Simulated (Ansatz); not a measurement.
```yaml
crystal:
  periodic: [false, false, false]
  atoms:
    - {symbol: Pb, position_ang: [0.676695, 1.197870, -1.565071]}
    - {symbol: Pb, position_ang: [1.169615, -1.843740, 0.678761]}
    - {symbol: Pb, position_ang: [-2.025624, -1.055858, -0.099244]}
    - {symbol: Pb, position_ang: [-0.303225, 0.847026, 2.101993]}
    - {symbol: S, position_ang: [-1.612184, 1.606514, -0.127292]}
    - {symbol: S, position_ang: [0.065784, -1.460416, -1.749012]}
    - {symbol: S, position_ang: [2.028949, 0.708614, 0.759876]}
basis:
  gaussian: {orbitals: def2-TZVPD}
total_charge: -1
magnetization: {spin_polarized: true, initial_magnetization: 1}
hamiltonian: {xc: pbe0, dispersion: d4}
scf: {omitted_lower_state_checks: [starts]}
output: {orbitals: {seedname: orbitals}}
```

```sh
$ ansatz run in.yaml --threads 4 --pin off --events-out ev --progress --plain --max-ram 4787MiB
```

Question: Does this run fit into the memory that it is given?

Answer: No. It has 362 basis functions, and Ansatz plans for 6 GiB where 5 GiB are given.
